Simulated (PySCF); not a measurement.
**Zr²⁺: excitation energy**

Zr²⁺ [Kr] 4d2 (3F) → Zr²⁺ [Kr] 4d1 5p1 (high-spin determinant), as a difference of total energies. All numbers are calculated (PySCF 2.14, a scalar-relativistic core potential, in aug-cc-pVTZ-PP with one added diffuse shell each of s, p, d, f, g type with ECP28MDF (7s7p6d4f3g, 113 functions)). Correlated levels: valence: 4s2 4p6 frozen. The calculations carry no spin-orbit coupling.

```json
{"method": "UHF", "excitation energy (eV)": "6.726"}
{"method": "LDA", "excitation energy (eV)": "6.481"}
{"method": "PBE", "excitation energy (eV)": "6.551"}
{"method": "PBE0", "excitation energy (eV)": "6.728"}
{"method": "r2SCAN", "excitation energy (eV)": "6.772"}
{"method": "BP86", "excitation energy (eV)": "6.572"}
{"method": "wB97X", "excitation energy (eV)": "6.885"}
{"method": "MN15", "excitation energy (eV)": "6.579"}
{"method": "MP2 (valence)", "excitation energy (eV)": "6.741"}
{"method": "SCS-MP2 (valence)", "excitation energy (eV)": "6.731"}
```

The determinant of the upper state mixes LS terms, which raises its energy above the lowest term, most at the Hartree-Fock and MP2 levels.
